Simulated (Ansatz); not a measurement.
`[F][Ge@H]1[NH][C@@H]1S` at its PBE0-D4/def2-TZVP geometry, where that method's forces vanish. Charge 0, multiplicity 1.

```xyz
9

F    -1.1712   -1.2974    1.9511
Ge   -0.4130   -1.1647    0.3920
N    -1.0073    0.2175   -0.6575
C     0.2924    0.5673   -0.0555
S     1.5335    0.9386   -1.2955
H    -0.2973   -2.5550   -0.2093
H    -1.7690    0.8498   -0.4514
H     0.2882    1.2871    0.7622
H     2.5436    1.1567   -0.4361
```

(1) What forces (eV/Å) does r2SCAN-D4/def2-TZVPP give on these atoms in the Gaussian-basis code of Ansatz? (An estimate is asked.)

Answers

(1) Computed: 
```
F1  -0.063  0.011  0.059
Ge2  0.115 -0.219  0.053
N3  -0.172 -0.034 -0.186
C4   0.049  0.130  0.171
S5   0.115  0.038 -0.143
H6  -0.045  0.031 -0.013
H7  -0.019  0.031  0.033
H8   0.008  0.000  0.016
H9   0.014  0.011  0.009
```
